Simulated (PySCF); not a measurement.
Which enantiomer?

Computed, not measured: PySCF 2.14.0, TDDFT CAM-B3LYP/def2-SVPD circular dichroism and optical rotation, one conformer, gas phase. Geometry: PBE0-D3(BJ)/def2-SVP.

Values for one enantiomer of C5H11OP, R in 10⁻⁴⁰ esu² cm² (velocity form):
| λ (nm) | f | R |
| --- | --- | --- |
| 172 | 0.044 | -9.8 |
| 169 | 0.033 | -16.9 |
| 167 | 0.011 | +2.1 |
| 162 | 0.005 | -0.4 |
| 161 | 0.006 | -22.4 |
| 157 | 0.029 | +1.4 |
| 155 | 0.009 | +7.9 |
| 153 | 0.010 | +4.0 |
| 151 | 0.008 | +26.6 |
| 150 | 0.001 | +2.3 |
| 147 | 0.039 | -27.3 |
| 142 | 0.045 | +8.5 |

[α] at 589.3 nm: -61 deg dm⁻¹ (g/mL)⁻¹ (origin-invariant length gauge).

(1) Which structure gives these signs?
A. C[C@@H]1CC[P@@]1(C)=O
B. C[C@H]1CC[P@]1(C)=O

Results:

(1) B. Its CIP labels in SMILES order are S, S; the other enantiomer gives every sign reversed.

The signs above follow by mirror symmetry from the run on the other enantiomer. Geometry of C[C@@H]1CC[P@@]1(C)=O as run:
```xyz
18

C    -0.920    2.195   -0.229
C    -0.876    0.723   -0.571
C    -1.469   -0.317    0.410
C    -0.506   -1.486    0.103
P     0.693   -0.253   -0.554
C     1.647    0.325    0.884
O     1.527   -0.477   -1.772
H    -0.472    2.395    0.757
H    -0.373    2.791   -0.976
H    -1.957    2.567   -0.203
H    -1.294    0.544   -1.577
H    -1.356    0.026    1.451
H    -2.535   -0.541    0.251
H    -0.861   -2.106   -0.734
H    -0.204   -2.137    0.935
H     2.127    1.281    0.626
H     1.027    0.454    1.782
H     2.437   -0.414    1.083
```
